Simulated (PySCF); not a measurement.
**`InChI=1S/C4H4BrF/c5-3-1-2-4(3)6/h1-2H2`**

Geometry:
```json
{"atom": "F1", "x (Å)": "-0.229", "y (Å)": "2.404", "z (Å)": "-0.173"}
{"atom": "C2", "x (Å)": "-0.042", "y (Å)": "1.090", "z (Å)": "-0.082"}
{"atom": "C3", "x (Å)": "1.018", "y (Å)": "0.288", "z (Å)": "-0.067"}
{"atom": "Br4", "x (Å)": "2.878", "y (Å)": "0.516", "z (Å)": "-0.164"}
{"atom": "C5", "x (Å)": "0.185", "y (Å)": "-0.964", "z (Å)": "0.063"}
{"atom": "C6", "x (Å)": "-1.046", "y (Å)": "-0.019", "z (Å)": "0.043"}
{"atom": "H7", "x (Å)": "0.328", "y (Å)": "-1.513", "z (Å)": "0.991"}
{"atom": "H8", "x (Å)": "0.253", "y (Å)": "-1.648", "z (Å)": "-0.781"}
{"atom": "H9", "x (Å)": "-1.705", "y (Å)": "-0.142", "z (Å)": "-0.813"}
{"atom": "H10", "x (Å)": "-1.632", "y (Å)": "-0.008", "z (Å)": "0.960"}
```

Computed with GIAO HF/pcSseg-1 magnetisability, rotational g tensor and spin-rotation constants, non-relativistic, gas phase in PySCF. Geometry: GFN2-xTB.

The calculation is non-relativistic, which matters for the atoms heavier than Zn.

(1) Give the nuclear spin-rotation constants along the inertial axes (H = +C I·J) beside the isotropic shieldings.

(2) How do the rotational constants and the g tensor change when H7, H8, H9, H10 are replaced by deuterium?

## Answers

(1) Rotational constants 4.4843, 1.3833, 1.0715 GHz. A star marks the isotopologue with that one atom substituted, in its own axes.
| atom | isotope | Caa (kHz) | Cbb (kHz) | Ccc (kHz) | mean (kHz) | σ (ppm) |
| --- | --- | --- | --- | --- | --- | --- |
| F1 | 19F | 6.561 | 1.192 | 0.446 | 2.733 | 311.7 |
| Br4 | 79Br | 1.461 | 2.597 | 1.579 | 1.879 | 2320.4 |
| H7 | 1H | -0.479 | -0.077 | -0.030 | -0.195 | 29.8 |
| H8 | 1H | -0.479 | -0.076 | -0.030 | -0.195 | 29.8 |
| H9 | 1H | -0.250 | -0.150 | -0.021 | -0.140 | 29.3 |
| H10 | 1H | -0.249 | -0.150 | -0.021 | -0.140 | 29.3 |
| C2 | 13C* | 1.418 | 0.693 | 0.249 | 0.787 | 29.7 |
| C3 | 13C* | 1.197 | 0.483 | 0.190 | 0.624 | 87.4 |
| C5 | 13C* | 0.590 | 0.239 | 0.127 | 0.319 | 167.7 |
| C6 | 13C* | 0.701 | 0.184 | 0.165 | 0.350 | 163.1 |

For the geometry as given, no vibrational averaging.

(2) Constants 3.9681, 1.2973, 1.0024 GHz; g -0.0202, -0.0076, -0.0051, against -0.0221, -0.0082, -0.0053 before.
